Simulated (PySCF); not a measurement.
BClH5NO2Si, SMILES OB(O)N[SiH2]Cl. Atoms are numbered in the order given.

```xyz
11

Si    -0.6572     0.8326     0.0000
Cl     0.4122     2.6107     0.0000
N      0.5297    -0.4314     0.0000
B      0.1715    -1.8127     0.0000
O      1.1536    -2.7729     0.0000
O     -1.1859    -2.0705     0.0000
H     -1.5084     0.8270     1.2158
H     -1.5084     0.8270    -1.2158
H      1.5137    -0.1869     0.0000
H      0.8390    -3.6809     0.0000
H     -1.4483    -2.9942     0.0000
```

Coordinates come from a ωB97X-D3(BJ)/def2-SVP optimisation. The structure was generated by enumeration, and PubChem lists no compound with its InChIKey, so it may never have been made. One conformer was computed; it need not be the lowest.

Two levels are set side by side: PBE/pcSseg-1 (PySCF) and HF/pcSseg-1 (PySCF). GIAO shifts against BF3 (¹¹B), H2O (¹⁷O), HCl (³⁵Cl), NH3 (¹⁵N), TMS (²⁹Si), TMS (¹H) at the same level; non-relativistic, no solvent, atoms listed together averaged. Without spin–orbit terms, shifts of atoms bonded to Cl or Br come out too high at both levels. Differences are taken from unrounded values.

```json
[
 {"quantity": "δ(²⁹Si) of Si1 (ppm)", "PBE": "-12.2"},
 {"quantity": "δ(³⁵Cl) of Cl2 (ppm)", "PBE": "-10.1"},
 {"quantity": "δ(¹⁵N) of N3 (ppm)", "PBE": "64.7"},
 {"quantity": "δ(¹¹B) of B4 (ppm)", "PBE": "8.0"},
 {"quantity": "δ(¹H) of H7, H8 (ppm)", "PBE": "5.96"},
 {"quantity": "δ(¹H) of H9 (ppm)", "PBE": "1.87"},
 {"quantity": "δ(¹H) of H10, H11 (ppm)", "PBE": "2.43"}
]
```

Problem. These are the PBE values. What does HF give? (An estimate is asked for; the answer gives what the named calculation found.)

Solution. 
```csv
quantity,HF,PBE minus HF
δ(²⁹Si) of Si1 (ppm),-21.0,8.7
δ(³⁵Cl) of Cl2 (ppm),-50.2,40.1
δ(¹⁵N) of N3 (ppm),44.5,20.2
δ(¹¹B) of B4 (ppm),11.4,-3.4
"δ(¹H) of H7, H8 (ppm)",5.13,0.83
δ(¹H) of H9 (ppm),2.10,-0.23
"δ(¹H) of H10, H11 (ppm)",2.85,-0.42
```

Rough cost on one machine, each run with all the roots and properties that it gave: HF against PBE within a factor of 2.
